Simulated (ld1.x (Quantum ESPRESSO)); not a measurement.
copper (Cu), RRKJ: configuration errors across variants

ld1.x (Quantum ESPRESSO) 7.5 input, shortened:

```
&input
   title='Cu', zed=29., rel=2, dft='PZ', iswitch=3,
   config='[Ar] 3d8 4s0 4p0', rel_dist='average'
 /
 &inputp
   pseudotype=2, tm=.false., rho0=0.001, lloc=1,
   nlcc=.false.
 /
3
3S  1  0   2.00   0.00  0.80  0.80  0.0
3D  3  2   8.00   0.00  1.50  1.50  0.0
3P  2  1   6.00   0.00  0.75  0.75  0.0
 &test
   configts(1)='3s2 3p6 3d8 4s0 4p0'
 /
```

Open shells are filled in proportion to 2j + 1 (rel_dist='average').

All-electron excitation energies from the reference (eV): (1) 3s2 3p6 3d10 4s1 4p0 -69.486; (2) 3s2 3p6 3d10 4s0 4p0 -61.051; (3) 3s2 3p6 3d9 4s0 4p0 -39.364; (4) 3s2 3p6 3d9 4s2 4p0 -67.482; (5) 3s2 3p6 3d9 4s1 4p1 -62.552; (6) 3s1 3p6 3d10 4s1 4p0 52.239; (7) 3s2 3p6 3d9 4s1 4p0 -57.584.

Tests that are not counted but printed errors over 1 eV. “all radii scaled by about 1.23 (s 0.98, p 0.92, d 1.84 bohr)”: 3s2 3p6 3d10 4s1 4p0 (solver errors, printed error -4469 eV). “all radii scaled by about 1.33 (s 1.06, p 1.00, d 2.00 bohr)”: 3s2 3p6 3d10 4s1 4p0 (solver errors, printed error -4388 eV); 3s2 3p6 3d9 4s2 4p0 (solver errors, printed error -4303 eV). “all radii scaled by about 1.39 (s 1.12, p 1.04, d 2.08 bohr)”: 3s2 3p6 3d9 4s1 4p1 (solver errors, printed error -4441 eV); 3s2 3p6 3d9 4s2 4p0 (solver errors, printed error -4389 eV); 1 more.

The file “base” misses its own reference levels by 1.8 eV. The file “all radii scaled by about 0.85 (s 0.68, p 0.64, d 1.26 bohr)” misses its own reference levels by 1.8 eV. The file “all radii scaled by about 0.88 (s 0.70, p 0.66, d 1.32 bohr)” misses its own reference levels by 1.8 eV. The file “all radii scaled by about 1.12 (s 0.90, p 0.84, d 1.68 bohr)” misses its own reference levels by 1.8 eV. The file “all radii scaled by about 1.15 (s 0.92, p 0.86, d 1.74 bohr)” misses its own reference levels by 1.8 eV. The file “all radii scaled by about 1.23 (s 0.98, p 0.92, d 1.84 bohr)” misses its own reference levels by 1.8 eV. The file “all radii scaled by about 1.33 (s 1.06, p 1.00, d 2.00 bohr)” misses its own reference levels by 1.8 eV. The file “all radii scaled by about 1.39 (s 1.12, p 1.04, d 2.08 bohr)” misses its own reference levels by 1.8 eV.

Errors AE − PS in meV (a dash: test not solved or not reliable):

```tsv
change	(1)	(2)	(3)	(4)	(5)	(6)	(7)	bound ghosts
base	+53	+96	+65	+55	+46	+4.8	+58	not determined
all radii scaled by about 0.85 (s 0.68, p 0.64, d 1.26 bohr)	+8.6	+2.7	+14	+58	+36	+88	+41	not determined
all radii scaled by about 0.88 (s 0.70, p 0.66, d 1.32 bohr)	+12	+16	+22	+53	+35	+69	+41	not determined
all radii scaled by about 1.12 (s 0.90, p 0.84, d 1.68 bohr)	+156	+251	+135	+88	+88	-53	+105	not determined
all radii scaled by about 1.15 (s 0.92, p 0.86, d 1.74 bohr)	+243	+378	+189	+106	+116	-87	+138	not determined
all radii scaled by about 1.23 (s 0.98, p 0.92, d 1.84 bohr)	–	+552	+258	+116	+146	-122	+171	not determined
all radii scaled by about 1.33 (s 1.06, p 1.00, d 2.00 bohr)	–	+924	+398	–	+206	-169	+236	not determined
all radii scaled by about 1.39 (s 1.12, p 1.04, d 2.08 bohr)	–	+1264	+519	–	–	-213	+270	not determined
```

(1) Give the same row for: all radii scaled by about 0.77 (s 0.62, p 0.58, d 1.14 bohr).

## Answers

(1) +18, -7.2, +4.7, +83, +51, +121, +55; bound ghosts: not determined.
